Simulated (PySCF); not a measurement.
PySCF input (M06-2X/6-311+G**):

```python
from pyscf import gto, dft

mol = gto.M(
    atom='''
    N     1.14827100    1.16898700    0.71238200
    Si    0.07455900    0.10678000    0.06097500
    N    -0.74058000   -1.09763300    1.09830800
    N     0.94354500   -0.80440200   -1.18941600
    O    -1.34153600    0.64740800   -0.73703800
    H     0.76285100    1.87469700    1.33250900
    H    -1.74848800   -1.00208900    1.10196200
    H    -0.40826600   -1.05551600    2.05246700
    H     0.76989000   -1.80051000   -1.14671700
    H     1.93863400   -0.64505600   -1.09345300
    H    -1.08481000    1.08562400   -1.55302900
    ''',
    basis='6-311+g**',
    charge=-1,
    spin=0,
    verbose=4,
)

mf = dft.RKS(mol, xc='m062x').density_fit(auxbasis='def2-universal-jkfit')
mf.grids.level = 4
mf.conv_tol = 1e-9
mf.max_cycle = 100
mf.max_memory = 1500
mf.kernel()
if not mf.converged:
    mf = mf.newton()
    mf.kernel(mf.make_rdm1())
mf.dip_moment()
```

From the output:

```
  HOMO = -0.300291918521115  LUMO = -0.0295559975150619  gap/eV = 7.36710
cycle= 1 E= -532.501388527522  delta_E= 0.457  |g|= 0.938  |ddm|= 2.86
  HOMO = 0.0823414733780096  LUMO = 0.14104064602085  gap/eV = 1.59729
cycle= 2 E= -532.369460292223  delta_E= 0.132  |g|= 1.24  |ddm|= 5.32
  HOMO = -0.0835705647358248  LUMO = 0.136446711948098  gap/eV = 5.98698
cycle= 3 E= -532.696308888037  delta_E= -0.327  |g|= 0.142  |ddm|= 3.91
  HOMO = -0.0614056971458765  LUMO = 0.136676438683078  gap/eV = 5.39009
cycle= 4 E= -532.699734228482  delta_E= -0.00343  |g|= 0.069  |ddm|= 0.24
  HOMO = -0.0683080465950257  LUMO = 0.137432213292995  gap/eV = 5.59848
cycle= 5 E= -532.700709398252  delta_E= -0.000975  |g|= 0.00978  |ddm|= 0.11
  HOMO = -0.0681019287987569  LUMO = 0.137290998213847  gap/eV = 5.58903
cycle= 6 E= -532.700729714473  delta_E= -2.03e-05  |g|= 0.00482  |ddm|= 0.0322
  HOMO = -0.0682263129174095  LUMO = 0.137252884795616  gap/eV = 5.59137
cycle= 7 E= -532.700734337839  delta_E= -4.62e-06  |g|= 0.00107  |ddm|= 0.00709
  HOMO = -0.0680964767019646  LUMO = 0.137238421739917  gap/eV = 5.58745
cycle= 8 E= -532.700734697362  delta_E= -3.6e-07  |g|= 0.000227  |ddm|= 0.00295
  HOMO = -0.0681056382842835  LUMO = 0.13723633993288  gap/eV = 5.58764
cycle= 9 E= -532.700734718082  delta_E= -2.07e-08  |g|= 7.06e-05  |ddm|= 0.000792
  HOMO = -0.0680950266210079  LUMO = 0.137238783183918  gap/eV = 5.58742
cycle= 10 E= -532.70073472031  delta_E= -2.23e-09  |g|= 1.73e-05  |ddm|= 0.000274
  HOMO = -0.0680957110073344  LUMO = 0.137238912380639  gap/eV = 5.58744
cycle= 11 E= -532.700734720418  delta_E= -1.08e-10  |g|= 9.72e-06  |ddm|= 6.96e-05
  HOMO = -0.0680967175363064  LUMO = 0.137238977573169  gap/eV = 5.58747
Extra cycle  E= -532.700734720419  delta_E= -1.59e-12  |g|= 1.15e-05  |ddm|= 3.21e-05
converged SCF energy = -532.700734720419

WARN: System has nonzero charge -1; the dipole moment is origin-dependent.
Location of origin: [0. 0. 0.]

Dipole moment(X, Y, Z, Debye): -2.45127, -1.84432, -0.27628
```

The dipole moment of an ion depends on the origin.

The geometry given is a B3LYP-D3(BJ)/def2-TZVP minimum.
